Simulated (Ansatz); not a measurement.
`BC(C)Cl`, relaxed with RKS PBE-D4/def2-SVP in Ansatz 0.2.0 from a rough embedded geometry. The force threshold is 0.03 eV/Å; the program also tests the step.

The species carries charge 0 and has multiplicity 1.

Start:

```xyz
10

B    -1.361   -0.234   -0.235
C     0.003    0.472   -0.375
C     0.992   -0.152    0.562
Cl    0.606    0.364   -1.970
H    -2.372    0.383    0.039
H    -1.527   -1.408   -0.507
H    -0.122    1.549   -0.093
H     1.967    0.383    0.557
H     1.163   -1.272    0.374
H     0.650   -0.084    1.649
```

Problem. How much energy does the relaxation release, and in how many steps? (An estimate is asked.)

Solution. The calculation gave: 60.72 kJ/mol, in 12 steps, 3 of them rejected.

Problem. Which bonds change most? (Estimate.)

Solution. Computed: B1–Cl4 from 2.690 to 2.136 Å; C2–Cl4 from 1.709 to 1.907 Å; C3–H9 from 1.149 to 1.107 Å; C3–H10 from 1.142 to 1.112 Å.

Problem. Give the relaxed structure. (An estimate is asked.)

Solution. Ansatz gave: 
```xyz
10

B    -1.384   -0.219   -0.423
C    -0.049    0.510   -0.029
C     1.105   -0.170    0.656
Cl    0.042    0.312   -1.923
H    -2.389    0.432   -0.627
H    -1.417   -1.434   -0.368
H    -0.080    1.605    0.123
H     2.082    0.309    0.443
H     1.158   -1.245    0.396
H     0.931   -0.099    1.752
```
